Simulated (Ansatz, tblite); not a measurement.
Removing an electron: SiCl(vinyl)3 (C6H9ClSi). Total charge 0; singlet. Geometry: PBE-D4/def2-SVP. Ansatz, gas phase; energy differences of separate SCF runs; the oxidised species was run as a doublet alone.

```xyz
17

Si   -0.005   -0.048    0.010
Cl   -0.249   -2.069    0.527
C    -1.128    0.985    1.101
C    -1.925    0.498    2.072
H    -1.126    2.078    0.924
H    -1.968   -0.583    2.291
H    -2.567    1.153    2.686
C    -0.470    0.165   -1.794
C    -0.916   -0.818   -2.600
H    -0.365    1.183   -2.218
H    -1.039   -1.851   -2.231
H    -1.177   -0.635   -3.657
C     1.789    0.425    0.285
C     2.752   -0.411    0.720
H     2.066    1.476    0.070
H     2.533   -1.468    0.950
H     3.794   -0.078    0.864
```

The xTB rows come from tblite. Correlated methods freeze 16 core orbitals. The rows differ in basis, and correlated rows in double-zeta sets carry the largest basis error. In CCSD on the charge 1 doublet the largest single amplitude is 0.18, so its Hartree–Fock determinant may place the open shell otherwise than the density functionals do.

(1) Estimate orbital energies and vertical ionisation energies at: GFN1-xTB; GFN2-xTB; PBE-D4/def2-TZVP; PBE0-D4/def2-TZVP; CAM-B3LYP-D4/def2-TZVP; MP2/def2-SVP; CCSD/def2-SVP; CCSD(T)/def2-SVP.

## Answers

(1) 
```tsv
level	−HOMO (eV)	vertical IE (eV)	−LUMO (eV)	HOMO–LUMO gap (eV)	remarks
GFN1-xTB	11.65	13.94	7.55	4.10	–
GFN2-xTB	10.82	13.12	6.79	4.03	–
PBE-D4/def2-TZVP	6.64	9.02	1.82	4.82	–
PBE0-D4/def2-TZVP	7.72	9.35	0.84	6.87	–
CAM-B3LYP-D4/def2-TZVP	9.02	9.71	-0.30	9.32	–
MP2/def2-SVP	–	10.12	–	–	restricted SCF unstable (singlet)
CCSD/def2-SVP	–	9.82	–	–	restricted SCF unstable (singlet)
CCSD(T)/def2-SVP	–	9.87	–	–	restricted SCF unstable (singlet)
```

Run but left out: HF/def2-SVP (singlet: restricted singlet, unstable towards broken spin symmetry).  Raw xTB energy differences between charge states are shifted by several eV; the methods need an empirical correction for them.
